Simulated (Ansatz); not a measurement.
Consider the substitution at a C–C bond: `CC=[Se]` + `C[N]=[Mo](=[O])([OH])[F]` → `C[N]=[Mo](=[O])([F])[O]C` + `C=[Se]`.

Calculated with Ansatz (gas phase, PBE0-D4/def2-TZVP geometries, no zero-point term in ΔE). CCSD(T)/CBS adds triple-zeta CCSD(T) − MP2 to the extrapolated MP2 energy (def2 sets, frozen cores). DFT in def2-TZVPP. B3LYP here is the variant with VWN-RPA as its local correlation; programs differ in this. HSE06 is defined as in plane-wave codes. Elements past krypton have def2 core potentials. For Mo, Se outer-core shells are correlated without core-valence functions, which leaves a few kJ/mol of doubt a bond. Scalar relativity is left out up to krypton. Each species was taken in one conformer, which may not be the lowest.

```
         level  ΔE (kJ/mol)  difference from CCSD(T)/CBS
        PBE-D4         71.7                          3.1
       BLYP-D4         62.7                         -5.9
     r2SCAN-D4         73.5                          4.9
      B3LYP-D4         64.9                         -3.7
    r2SCANh-D4         74.1                          5.5
      HSE06-D4         73.4                          4.8
  CAM-B3LYP-D4         65.7                         -2.9
        B2PLYP         66.6                         -2.0
          BLYP         64.0                         -4.6
        r2SCAN         74.2                          5.6
         BHLYP         67.1                         -1.5
     CAM-B3LYP         67.0                         -1.6
  MP2/def2-SVP         59.6                         -9.0
MP2/def2-TZVPP         70.3                          1.7
 HF/def2-QZVPP         62.9                         -5.7
 MP2/CBS(def2)         74.7                          6.1
   CCSD(T)/CBS         68.6                            0
```

**Question.** What do rigid-rotor, harmonic-oscillator terms from PBE0-D4/def2-TZVP frequencies (298.15 K, 1 bar) make of the CCSD(T)/CBS value? (Best estimate.)

**Answer.** Ansatz gave: ΔZPE = -1.1 kJ/mol, ΔH = +69.2 kJ/mol, ΔS = 3 J/(mol·K), ΔG = +68.3 kJ/mol.

Largest T1 diagnostic among the species: 0.022, so the coupled-cluster value is less sure than usual.

From BLYP to BHLYP (50 % exact exchange), in def2-TZVPP and without D4, ΔE moves by +3.1 kJ/mol. Leaving LDA and LC-ωPBE aside and taking each functional with its dispersion term where it has one, the values, not all of them listed here, spread over 12.1 kJ/mol, from BLYP-D4 to r2SCAN0-D4. LDA lies +5.9 kJ/mol from PBE without D4. At CCSD(T), def2-SVP lies −16.6 kJ/mol from the extrapolated value and def2-TZVPP −4.4 kJ/mol.
